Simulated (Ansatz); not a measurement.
C3H5FSi can be A, `FC1C=C1[SiH3]`, or B, `FC1([SiH3])C=C1`.

Computed with Ansatz on PBE0-D4/def2-TZVP structures; ΔE is electronic, products minus reactants. CCSD(T)/CBS adds triple-zeta CCSD(T) − MP2 to the extrapolated MP2 energy (def2 sets, frozen cores). DFT in def2-TZVPP. B3LYP here is the variant with VWN-RPA as its local correlation; programs differ in this.

Which isomer does CCSD(T)/CBS put lower? Give the gap. (Estimate.)

Computed: A, by 32.7 kJ/mol.

Give E(B) − E(A) in kJ/mol with PBE-D4, r2SCAN-D4, B3LYP-D4, CCSD/def2-TZVPP, ωB97M-V, MP2/def2-TZVPP, CCSD(T)/def2-TZVPP. (An estimate is asked.)

The calculation gave: PBE-D4 31.9, r2SCAN-D4 33.6, B3LYP-D4 33.7, CCSD/def2-TZVPP 36.2, ωB97M-V 31.7, MP2/def2-TZVPP 36.0, CCSD(T)/def2-TZVPP 35.1. None reverses the order clearly.

Largest T1 diagnostic: 0.012.

In def2-TZVPP, CCSD(T) changes the Hartree–Fock value by −6.3 kJ/mol (the triples alone add −1.1 kJ/mol) and MP2 by −5.4 kJ/mol.
